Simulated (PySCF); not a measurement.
## Atomic charges against the basis set

Compound: CH7B2FN2.
SMILES with atom numbers: `[BH2:1][NH:2][B:3]([F:4])[NH:5][CH3:6]` (hydrogens: H7, H8 on B1; H9 on N2; H10 on N5; H11, H12, H13 on C6)

PBE0 throughout (PySCF), one geometry, spherical d and f functions. One conformer (not necessarily the lowest) at the PBE0-D3(BJ)/def2-SVP geometry, without solvent, vibrations or thermal averaging. Atoms taken as equivalent share a column and are averaged. The first 7 of 10 kinds of atom are listed.

Mulliken charges (e):

```csv
basis,functions,B1,N2,B3,F4,N5,C6,H7/H8
STO-3G,37,+0.157,-0.452,+0.439,-0.142,-0.399,-0.148,-0.068
6-31G,68,+0.242,-0.775,+0.816,-0.341,-0.731,-0.326,-0.060
pcSseg-0,68,+0.181,-0.906,+1.020,-0.360,-0.896,-0.414,-0.010
6-31G*,98,+0.077,-0.584,+0.630,-0.306,-0.613,-0.384,-0.037
cc-pVDZ,119,-0.081,+0.074,+0.028,-0.144,-0.115,-0.004,-0.055
def2-SVP,119,-0.020,-0.065,+0.087,-0.164,-0.218,+0.035,-0.051
aug-cc-pVDZ,201,-1.331,-0.142,+0.722,-0.469,+0.046,+0.810,+0.600
"6-311+G(2d,p)",204,-0.016,-0.603,+1.072,-0.402,-0.533,-0.430,-0.024
def2-TZVP,228,-0.029,-0.304,+0.372,-0.278,-0.297,-0.283,-0.018
cc-pVTZ,278,-0.103,-0.031,+0.162,-0.255,-0.137,-0.201,-0.022
IGLO-III,280,+0.256,-0.603,+0.764,-0.404,-0.324,-0.328,-0.084
pcSseg-2,314,+0.362,-0.557,+0.716,-0.382,-0.455,+0.120,-0.105
```

IAO charges (e):

```json
{"basis": "STO-3G", "functions": "37", "B1": "+0.041", "N2": "-0.420", "B3": "+0.386", "F4": "-0.184", "N5": "-0.347", "C6": "-0.306", "H7/H8": "-0.018"}
{"basis": "6-31G", "functions": "68", "B1": "+0.016", "N2": "-0.463", "B3": "+0.522", "F4": "-0.337", "N5": "-0.420", "C6": "-0.324", "H7/H8": "-0.005"}
{"basis": "pcSseg-0", "functions": "68", "B1": "+0.005", "N2": "-0.437", "B3": "+0.499", "F4": "-0.324", "N5": "-0.406", "C6": "-0.307", "H7/H8": "-0.008"}
{"basis": "6-31G*", "functions": "98", "B1": "+0.039", "N2": "-0.474", "B3": "+0.559", "F4": "-0.342", "N5": "-0.433", "C6": "-0.294", "H7/H8": "-0.014"}
{"basis": "cc-pVDZ", "functions": "119", "B1": "+0.013", "N2": "-0.459", "B3": "+0.540", "F4": "-0.341", "N5": "-0.423", "C6": "-0.292", "H7/H8": "-0.008"}
{"basis": "def2-SVP", "functions": "119", "B1": "+0.023", "N2": "-0.455", "B3": "+0.536", "F4": "-0.339", "N5": "-0.418", "C6": "-0.284", "H7/H8": "-0.013"}
{"basis": "aug-cc-pVDZ", "functions": "201", "B1": "+0.020", "N2": "-0.471", "B3": "+0.551", "F4": "-0.351", "N5": "-0.442", "C6": "-0.303", "H7/H8": "-0.007"}
{"basis": "6-311+G(2d,p)", "functions": "204", "B1": "+0.026", "N2": "-0.477", "B3": "+0.558", "F4": "-0.353", "N5": "-0.446", "C6": "-0.305", "H7/H8": "-0.008"}
{"basis": "def2-TZVP", "functions": "228", "B1": "+0.027", "N2": "-0.478", "B3": "+0.564", "F4": "-0.354", "N5": "-0.445", "C6": "-0.303", "H7/H8": "-0.008"}
{"basis": "cc-pVTZ", "functions": "278", "B1": "+0.025", "N2": "-0.478", "B3": "+0.563", "F4": "-0.353", "N5": "-0.444", "C6": "-0.305", "H7/H8": "-0.008"}
{"basis": "IGLO-III", "functions": "280", "B1": "+0.025", "N2": "-0.479", "B3": "+0.562", "F4": "-0.354", "N5": "-0.447", "C6": "-0.306", "H7/H8": "-0.007"}
{"basis": "pcSseg-2", "functions": "314", "B1": "+0.029", "N2": "-0.480", "B3": "+0.564", "F4": "-0.354", "N5": "-0.447", "C6": "-0.304", "H7/H8": "-0.009"}
```

Hirshfeld charges (e):

```tsv
basis	functions	B1	N2	B3	F4	N5	C6	H7/H8
STO-3G	37	+0.105	-0.187	+0.211	-0.089	-0.187	+0.030	-0.084
6-31G	68	+0.106	-0.208	+0.233	-0.159	-0.181	-0.043	-0.064
pcSseg-0	68	+0.111	-0.207	+0.241	-0.159	-0.176	-0.047	-0.069
6-31G*	98	+0.107	-0.208	+0.231	-0.149	-0.183	-0.045	-0.065
cc-pVDZ	119	+0.110	-0.214	+0.235	-0.145	-0.179	-0.055	-0.068
def2-SVP	119	+0.113	-0.218	+0.245	-0.152	-0.182	-0.058	-0.068
aug-cc-pVDZ	201	+0.122	-0.236	+0.260	-0.154	-0.196	-0.067	-0.062
6-311+G(2d,p)	204	+0.128	-0.239	+0.263	-0.161	-0.197	-0.060	-0.063
def2-TZVP	228	+0.123	-0.234	+0.260	-0.158	-0.194	-0.064	-0.063
cc-pVTZ	278	+0.121	-0.232	+0.259	-0.155	-0.193	-0.065	-0.065
IGLO-III	280	+0.123	-0.238	+0.264	-0.157	-0.197	-0.068	-0.062
pcSseg-2	314	+0.125	-0.238	+0.266	-0.158	-0.197	-0.069	-0.062
```

ESP-fitted charges (e):

| basis | functions | B1 | N2 | B3 | F4 | N5 | C6 | H7/H8 |
| --- | --- | --- | --- | --- | --- | --- | --- | --- |
| STO-3G | 37 | +0.145 | -0.388 | +0.420 | -0.158 | -0.352 | -0.308 | -0.108 |
| 6-31G | 68 | +0.300 | -0.700 | +0.723 | -0.340 | -0.606 | -0.146 | -0.124 |
| pcSseg-0 | 68 | +0.306 | -0.702 | +0.752 | -0.346 | -0.582 | -0.238 | -0.130 |
| 6-31G* | 98 | +0.262 | -0.598 | +0.542 | -0.247 | -0.495 | -0.212 | -0.117 |
| cc-pVDZ | 119 | +0.197 | -0.515 | +0.487 | -0.252 | -0.426 | -0.191 | -0.101 |
| def2-SVP | 119 | +0.206 | -0.530 | +0.530 | -0.271 | -0.453 | -0.167 | -0.105 |
| aug-cc-pVDZ | 201 | +0.275 | -0.651 | +0.591 | -0.281 | -0.453 | -0.230 | -0.112 |
| 6-311+G(2d,p) | 204 | +0.281 | -0.688 | +0.634 | -0.295 | -0.492 | -0.246 | -0.111 |
| def2-TZVP | 228 | +0.273 | -0.655 | +0.611 | -0.289 | -0.474 | -0.245 | -0.114 |
| cc-pVTZ | 278 | +0.260 | -0.626 | +0.594 | -0.283 | -0.461 | -0.236 | -0.111 |
| IGLO-III | 280 | +0.276 | -0.662 | +0.617 | -0.290 | -0.477 | -0.221 | -0.112 |
| pcSseg-2 | 314 | +0.284 | -0.672 | +0.640 | -0.300 | -0.486 | -0.232 | -0.115 |

Some averages cover members that differ in this geometry, most widely: H7/H8, Mulliken in aug-cc-pVDZ +0.515 to +0.685; H7/H8, Mulliken in pcSseg-0 -0.032 to +0.013; H7/H8, ESP-fitted in pcSseg-0 -0.150 to -0.110; H7/H8, Mulliken in def2-TZVP -0.038 to +0.002 e.

Which scheme is steadiest as the basis changes?

Largest range over the bases for any column: Hirshfeld 0.10 e, IAO 0.18 e, ESP-fitted 0.33 e, Mulliken 1.69 e. Hirshfeld charges move least and Mulliken charges most, counted in e. Without the minimal STO-3G basis the ranges are Hirshfeld 0.03, IAO 0.06, ESP-fitted 0.26, Mulliken 1.69 e.

How much do the charges still move between the two largest bases, IGLO-III and pcSseg-2?

At most, over all atoms: Mulliken 0.448 e, IAO 0.003 e, Hirshfeld 0.002 e, ESP-fitted 0.023 e.

What do the same runs give for the total energy, the frontier levels and the dipole moment?

| basis | energy (Eh) | HOMO (eV) | LUMO (eV) | μ (D) |
| --- | --- | --- | --- | --- |
| STO-3G | -297.2472 | -4.77 | 3.25 | 1.45 |
| 6-31G | -301.1123 | -7.14 | -0.06 | 1.16 |
| pcSseg-0 | -300.5258 | -7.32 | -0.20 | 1.24 |
| 6-31G* | -301.1785 | -7.05 | 0.05 | 0.95 |
| cc-pVDZ | -301.2040 | -7.14 | -0.21 | 1.03 |
| def2-SVP | -300.9702 | -7.23 | -0.25 | 1.04 |
| aug-cc-pVDZ | -301.2251 | -7.35 | -0.57 | 1.07 |
| 6-311+G(2d,p) | -301.2850 | -7.38 | -0.57 | 1.07 |
| def2-TZVP | -301.3103 | -7.35 | -0.46 | 1.02 |
| cc-pVTZ | -301.3012 | -7.32 | -0.41 | 1.02 |
| IGLO-III | -301.3191 | -7.36 | -0.54 | 1.04 |
| pcSseg-2 | -301.3128 | -7.38 | -0.52 | 1.04 |

The dipole is fixed by the density alone, so its range of 0.50 D shows that the density itself changes with the basis, not only its division among atoms.
